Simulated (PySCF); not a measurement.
**C5H13O2P: core ionisation energies**

C5H13O2P.
Numbering: `[CH3:1][CH:2]([CH3:3])[CH2:4][P@:5]([CH3:6])(=[O:7])[OH:8]`

Level of theory: delta-SCF UKS SCAN, pcX-2 on the ionised atom, pcseg-1 elsewhere, spin-free X2C (PySCF). Vertical ΔSCF values, vacuum level as zero.

Problem. List the computed XPS lines with their assignment.

Solution. 
```csv
atom(s),bonded to,level,binding energy (eV),2p1/2 (eV),above the level's lowest (eV),count
P5,"O (double bond), O and 2 C",P 1s,2152.51,–,0.00,1
O8,H and P,O 1s,539.03,–,+2.85,1
O7,P (double bond),O 1s,536.18,–,0.00,1
C6,3 H and P,C 1s,290.88,–,+0.61,1
C2,3 C and H,C 1s,290.87,–,+0.60,1
C1,C and 3 H,C 1s,290.61,–,+0.34,1
C4,"C, 2 H and P",C 1s,290.59,–,+0.32,1
C3,C and 3 H,C 1s,290.27,–,0.00,1
P5,"O (double bond), O and 2 C",P 2p3/2,138.41,139.30,0.00,1
```

Lowest listed C 1s: C3, bonded to C and 3 H. Highest, 0.61 eV above it: C6, bonded to 3 H and P. Summing the Pauling electronegativity differences to the bonded atoms, each weighted by its formal bond order, gives -1.05 for the lowest site and -1.41 for the highest; the largest sum, -0.35, belongs to C2, 0.01 eV below the top. The smallest sum, -1.41, belongs to C6, 0.61 eV above the lowest. The values 290.59 and 290.61 eV; the values 290.87 and 290.88 eV lie too close for their order to be trusted.

Lowest listed O 1s: O7, bonded to P (double bond). Highest, 2.85 eV above it: O8, bonded to H and P.

Problem. Which photon energy gives electrons from O 1s of O7 a kinetic energy of 100 eV, and what is their de Broglie wavelength?

Solution. hν = 536.18 + 100 = 636.18 eV, recoil neglected; λ = 12.264 Å/√(E/eV) = 1.23 Å.

Problem. Which photon wavelength matches the O 1s of O7 threshold?

Solution. λ = hc/E = 12398.42 eV Å / 536.18 eV = 23.124 Å.

Spin–orbit coupling isn't in the SCF: each 2p doublet comes from a relaxed spin-free hole plus a matrix of the shell (mean-field spin–orbit coupling and the ground-state 2p splitting), with 2p3/2 averaged over its two sublevels. 2p1/2 minus 2p3/2 (ligand field included): P 0.89 eV. One conformer (not necessarily the lowest) at the PBE0-D3(BJ)/def2-SVP geometry, without solvent, vibrations or thermal averaging.

Time: 2.8 min of wall time; peak memory 0.65 GiB. Hardware: one thread of an Arm Neoverse V2, shared host.

Conformer computed: `[CH3:1][CH:2]([CH3:3])[CH2:4][P@:5]([CH3:6])(=[O:7])[OH:8]`: C1–C2–C4–P5 -170°, C2–C4–P5–C6 66°, H–O8–P5–C4 128°.
